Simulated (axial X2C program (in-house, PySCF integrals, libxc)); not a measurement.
## BeTe: cheaper levels and CCSD(T), 2c

All values were computed with an in-house relativistic program for diatomic molecules. Two-component (2c) means X2C with spin–orbit coupling and atomic mean-field two-electron Coulomb and Gaunt terms. Basis: Te dyall-cv3z [11s12p8d4f1g], Be dyall-cv3z [8s8p3d1f] (cores contracted in-house); Gaussian nuclei, density fitting, unrestricted open shells. Masses: Te 129.906 u, Be 9.012 u.

State: Ω = 0 (closed shell); fragments Te + Be.

```json
{"level": "PBE0", "Re (Å)": "2.074", "ωe (cm⁻¹)": "710.6", "De (eV)": "2.11"}
{"level": "HF", "Re (Å)": "2.078", "ωe (cm⁻¹)": "709.6", "De (eV)": "n/a"}
{"level": "MP2", "Re (Å)": "2.087", "ωe (cm⁻¹)": "733.4", "De (eV)": "1.97"}
{"level": "CCSD", "Re (Å)": "2.091", "ωe (cm⁻¹)": "689.6", "De (eV)": "1.45"}
{"level": "r2SCAN0", "Re (Å)": "2.067", "ωe (cm⁻¹)": "728.9", "De (eV)": "2.18"}
```

Correlated methods: 8 electrons correlated (number of frozen shells: Te 4 s, 3 p, 2 d; Be 1 s), 226 virtual spin orbitals or spinors in MP2, 90 natural virtuals in coupled cluster.

CCSD(T), same Hamiltonian and basis:

Re = 2.100 Å, ωe = 686.4 cm⁻¹, De = 1.70 eV; T1 = 0.027 (Lee–Taylor normalisation).

Give the differences from CCSD(T) in the columns below.



| level | ΔRe (Å) | Δωe (cm⁻¹) | ΔDe (eV) |
| --- | --- | --- | --- |
| PBE0 | -0.026 | 24 | 0.41 |
| HF | -0.022 | 23 | n/a |
| MP2 | -0.013 | 47 | 0.27 |
| CCSD | -0.009 | 3 | -0.25 |
| r2SCAN0 | -0.033 | 42 | 0.48 |

Occupations by symmetry block were frozen at the best pattern of an incomplete PBE0 search. The closed shell is kept restricted, so the energy runs too high when the bond is stretched far. Dissociation energies refer to the lowest single-determinant-based atoms at the same level and basis. De is not given where an atomic determinant may have missed its ground term or J level, or where the truncated virtual space spoils (T). CCSD and (T) use frozen natural virtuals with an MP2 correction for the truncation; (T) itself is uncorrected, so its De runs slightly low. Without a current term, density functionals place determinants with orbital angular momentum somewhat too high. The T1 diagnostic is large, a sign of multireference character. With the outer-core shells frozen, correlated bond lengths of heavy atoms tend to come out a few hundredths of an ångström too long.
